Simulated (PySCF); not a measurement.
Species: C3H2F6.
Bonds: F1–C2, C2–C3, C3–F4, C3–F5, C3–C6, C6–F7, C6–F8, C6–F9. Hydrogens: H10, H11 on C2.

The geometry is computed with GFN2-xTB (gas phase).

List the bond lengths, angles and torsions at this level.

| bond | length (Å) | order |
| --- | --- | --- |
| F1–C2 | 1.357 | single |
| C2–C3 | 1.533 | single |
| C3–F4, C3–F5 | 1.351 | single |
| C3–C6 | 1.556 | single |
| C6–F7, C6–F9 | 1.328 | single |
| C6–F8 | 1.336 | single |
| C2–H10, C2–H11 | 1.095 | single |

Bonds in one row agree within 0.01 Å and their mean is given. Orders are formal, as drawn. A selection of angles:
| angle | degrees |
| --- | --- |
| F1–C2–C3 | 110.5 |
| C2–C3–F4 | 108.7 |
| C2–C3–F5 | 111.6 |
| C2–C3–C6 | 113.4 |
| F4–C3–F5 | 106.3 |
| F4–C3–C6 | 108.1 |
| F5–C3–C6 | 108.5 |
| C3–C6–F7 | 111.7 |
| C3–C6–F8 | 110.2 |
| F7–C6–F8 | 108.1 |

Torsions: F1–C2–C3–F4 167° (antiperiplanar); C2–C3–C6–F7 -74° (synclinal). The mirror-image conformer, all signs reversed, is as good.

Of the pairs four or more bonds apart, F1···F7 is among the closest relative to their van der Waals radii: 2.78 Å, 94 % of the sum of Bondi's values. The C–C distances run from 1.533 Å (C2–C3, drawn single) to 1.556 Å (C3–C6, drawn single), a spread of 0.023 Å. The 6 C–F bonds span 1.326 Å (C6–F7, drawn single) to 1.357 Å (F1–C2, drawn single), a spread of 0.031 Å.

Point group: C1 (no symmetry element, even within 0.4 Å). GFN2-xTB frequencies: not computed here. One conformer, not necessarily the lowest.
